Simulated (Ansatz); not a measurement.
Geometry optimisation, Ansatz 0.2.0, DFT PBE, scalar-relativistic, plane waves, PAW.

The input (input.yaml):

```yaml
crystal:
  lattice:
    - [0.0, 5.43, 5.43]
    - [5.43, 0.0, 5.43]
    - [5.43, 5.43, 0.0]
  atoms:
    - { symbol: Si, position: [0.0, 0.0, 0.0] }
    - { symbol: Si, position: [0.125, 0.125, 0.125] }
    - { symbol: Si, position: [0.0, 0.0, 0.5] }
    - { symbol: Si, position: [0.125, 0.125, 0.625] }
    - { symbol: Si, position: [0.0, 0.5, 0.0] }
    - { symbol: Si, position: [0.125, 0.625, 0.125] }
    - { symbol: Si, position: [0.0, 0.5, 0.5] }
    - { symbol: Si, position: [0.125, 0.625, 0.625] }
    - { symbol: Si, position: [0.5, 0.0, 0.0] }
    - { symbol: Si, position: [0.625, 0.125, 0.125] }
    - { symbol: Si, position: [0.5, 0.0, 0.5] }
    - { symbol: Si, position: [0.625, 0.125, 0.625] }
    - { symbol: Si, position: [0.5, 0.5, 0.0] }
    - { symbol: Si, position: [0.625, 0.625, 0.125] }
    - { symbol: Si, position: [0.5, 0.5, 0.5] }
    - { symbol: Si, position: [0.625, 0.625, 0.625] }
    - { symbol: Cu, position: [0.3693105, 0.8680031, 0.3713708] }
total_charge: 1
basis:
  ecutwfc: 420.0
kpoints:
  mp_grid: { grid: [2, 2, 2] }
hamiltonian:
  xc: pbe
  pseudopotentials: { kind: paw, azcp: { folder: soft_1 } }
scf:
  occupations: { method: gaussian, width: 0.02 }
  lower_state_search: "off"
relax:
  f_tol: 0.03
  max_steps: 60
  adjacent_minimum: "off"
```

Run as:

```bash
$ ansatz run input.yaml --threads 1 --pin off --max-ram 3072MiB --backend cpu --events-out ev --progress --plain --runs-dir out
```

**Question.** Where does it end, and by what steps?

**Answer.** It converged. The force dipped under the threshold on the way, but the program's further checks kept it going. Limits of this set-up: coarse k mesh, charged cell in a uniform background, uncorrected. After 11 steps the energy has fallen by 0.162 eV; Cu17 moved furthest, 0.39 Å.

| step | energy less start (eV) | largest force component (eV/Å) | accepted |
| --- | --- | --- | --- |
| 0 | 0.0000 | 0.733 | yes |
| 1 | -0.1086 | 0.246 | yes |
| 2 | -0.1221 | 0.069 | yes |
| 3 | -0.1285 | 0.124 | yes |
| 4 | -0.0999 | 0.584 | no |
| 5 | -0.1417 | 0.121 | yes |
| 6 | -0.1468 | 0.173 | yes |
| 7 | -0.1553 | 0.087 | yes |
| 8 | -0.1590 | 0.099 | yes |
| 9 | -0.1607 | 0.074 | yes |
| 10 | -0.1621 | 0.010 | yes |
| 11 | -0.1621 | 0.010 | yes |

```xyz
17
Lattice="0.0000 5.4300 5.4300 5.4300 0.0000 5.4300 5.4300 5.4300 0.0000" Properties=species:S:1:pos:R:3
Si 0.062 0.027 0.060
Si 1.429 1.339 1.428
Si 2.804 2.676 -0.014
Si 4.139 4.046 1.342
Si 2.831 0.080 2.829
Si 4.167 1.438 4.166
Si 5.492 2.744 2.751
Si 6.824 4.144 4.060
Si -0.014 2.674 2.804
Si 1.343 4.045 4.138
Si 2.616 5.308 2.615
Si 3.927 6.722 3.928
Si 2.753 2.744 5.491
Si 4.061 4.143 6.824
Si 5.357 5.548 5.356
Si 6.754 6.820 6.753
Cu 6.486 3.824 6.488
```

Whether the end is a true minimum wasn't checked by a vibrational analysis.

Time of the run: 42 s on 1 thread of Intel(R) Xeon(R) 6975P-C (Granite Rapids), with other jobs on the host, peak memory 0.63 GiB.
